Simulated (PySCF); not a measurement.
Löwdin shares of the frontier orbitals

C7H11N.
Geometry (GFN2-xTB, Å), atoms numbered from 1 in this order:
```xyz
19
C7H11N angstrom
C      2.8684    0.4914   -1.1991
N      2.3776    0.6220    0.1410
C      1.2635    0.1794    0.5233
C      0.2055   -0.5272   -0.2202
C     -0.6404   -1.5549    0.5285
C     -1.2116   -0.2517    0.1577
C     -2.4160    0.2772   -0.5151
C     -1.9524    0.8496    0.8077
H      2.6492    1.4137   -1.7417
H      3.9524    0.3895   -1.1386
H      2.4596   -0.3534   -1.7630
H      1.0290    0.3620    1.5696
H      0.4018   -0.7287   -1.2665
H     -0.9489   -2.4378   -0.0129
H     -0.3970   -1.7400    1.5654
H     -3.3092   -0.3309   -0.5250
H     -2.2897    0.8801   -1.4029
H     -2.5354    0.6308    1.6909
H     -1.5163    1.8380    0.8086
```

Method: TDDFT CAM-B3LYP/def2-SVPD, vertical, gas phase, core orbitals frozen in the response in PySCF 2.14.0, density-fitted response routines.

Frontier orbitals with the atoms that hold most of them (Löwdin shares over 4%, at most four atoms; ? is withheld):

```csv
orbital,ε (eV),atoms
LUMO+2,1.74,"C8 17%, H18 12%, H13 11%, H12 10%"
LUMO+1,1.43,"C1 14%, C7 13%, H17 8%, C8 7%"
LUMO,1.10,"N2 26%, C3 21%, C5 11%, C4 6%"
HOMO,?,?
HOMO-1,-8.83,?
HOMO-2,-9.88,"C6 25%, C5 20%, C7 17%, C4 9%"
HOMO-3,-9.98,"C6 27%, C8 27%, C7 12%, C5 9%"
```

Problem. Give the leading atoms of the HOMO.

Solution. N2 (bonded to 2 C) 56%; C3 (bonded to C, N and H) 11%; C1 (bonded to N and 3 H) 11%; C4 (bonded to 3 C and H) 6%. By element: nitrogen 56%, carbon 29% or more.

Problem. Which atoms hold the HOMO-1, and with what shares?

Solution. N2 (bonded to 2 C) 26%; C4 (bonded to 3 C and H) 15%; C3 (bonded to C, N and H) 14%; C5 (bonded to 2 C and 2 H) 9%. By element: carbon 38% or more, nitrogen 26%.

Problem. What is the HOMO energy, and the HOMO–LUMO gap?

Solution. ε(HOMO) = -8.11 eV; the gap is 9.21 eV (0.3384 hartree).

Problem. The HOMO–LUMO gap is 9.21 eV. Where does the response calculation put the lowest singlet, and from which orbitals?

Solution. S1 is at 4.92 eV (f = 0.0009), 4.29 eV below the gap, made of HOMO→LUMO (84%). Without the coupling terms of the response equations the lowest excitation would equal the gap.

Problem. One configuration dominates each of S1, S3, S5 and S8. Which, and how do the shares of the two leading atoms of either orbital change from the occupied to the empty one?

Solution. 
- S1 (4.92 eV, f 0.0009), HOMO→LUMO (84%): N2 56% → 26%, C3 11% → 21%
- S3 (7.05 eV, f 0.313), HOMO-1→LUMO (74%): N2 26% → 26%, C4 15% → 6%, C3 14% → 21%
- S5 (7.53 eV, f 0.0033), HOMO-1→LUMO+1 (81%): N2 26% → at most 8%, C4 15% → at most 8%, C1 at most 9% → 14%, C7 at most 9% → 13%
- S8 (7.91 eV, f 0.0090), HOMO-2→LUMO (79%): C6 25% → at most 6%, C5 20% → 11%, N2 at most 9% → 26%, C3 at most 9% → 21%

On x86-64 server, one thread, on a shared host, this took 55 s wall.

One conformer stands for the species.
